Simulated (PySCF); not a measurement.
The group X on NC-X is varied. Gas-phase values, no solvent. Strings in code marks are SMILES.

Computed with PBE-D3(BJ)/def2-TZVP // B3LYP-D3(BJ)/def2-TZVP (PySCF 2.14.0). All candidates: neutral, multiplicity 1. Delta-SCF ions had no search for a lower state. Excitations are Tamm–Dancoff values on a coarser integration grid. The basis has no diffuse functions, so Rydberg states are missing or too high.

| Property | Value |
|---|---|
| dipole moment | 3.99 D |
| vertical ionisation energy (Delta-SCF) | 11.83 eV |
| S1 excitation (TDA) | 6.34 eV |

**Question.** Name which member has these values.
A. `N#CO`
B. `N#CO[SiH3]`
C. `N#CC=S`
D. `C#CC#N`

**Answer.** A, `N#CO`. The others give `C#CC#N`: 3.76 D, 11.37 eV, 5.25 eV; `N#CO[SiH3]`: 4.63 D, 10.90 eV, 5.55 eV; `N#CC=S`: 2.46 D, 9.87 eV, 1.86 eV
